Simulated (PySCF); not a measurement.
## Finite-field polarisability of Si (silicon, neutral)

[Ne] 3s2 3p2, high-spin 3P determinant. Computed with PySCF 2.14 in def2-TZVPPD, with the non-relativistic Hamiltonian (point nucleus). Frozen: [Ne]. Energy changes in a uniform field (μhartree):

```json
{"axis": "x", "F (au)": "0.0025", "HF": "-101.081", "MP2": "-98.410", "CCSD": "-97.060", "CCSD(T)": "-96.985"}
{"axis": "x", "F (au)": "0.005", "HF": "-404.344", "MP2": "-393.659", "CCSD": "-388.268", "CCSD(T)": "-387.967"}
{"axis": "y", "F (au)": "0.0022", "HF": "-98.396", "MP2": "-95.507", "CCSD": "-94.244", "CCSD(T)": "-94.147"}
{"axis": "y", "F (au)": "0.0044", "HF": "-393.697", "MP2": "-382.124", "CCSD": "-377.086", "CCSD(T)": "-376.694"}
```

By symmetry the remaining axis equals y.

(1) Derive α along x at CCSD(T) from the two fields.

(2) And the mean polarisability at each level?

## Answers

(1) With ΔE = −αF²/2 − γF⁴/24, α = −(16 ΔE(F) − ΔE(2F))/(6F²) = 31.03 bohr³.

(2) The components xx, yy, zz at CCSD(T) are 31.03, 38.90, 38.90, the third axis being equal by symmetry to one of the two computed. Means: HF 37.89, MP2 36.81, CCSD 36.31, CCSD(T) 36.28 bohr³. Reference: 37.3 ± 0.7 bohr³ (recommended; Schwerdtfeger and Nagle, table of static dipole polarizabilities (2023 update)).
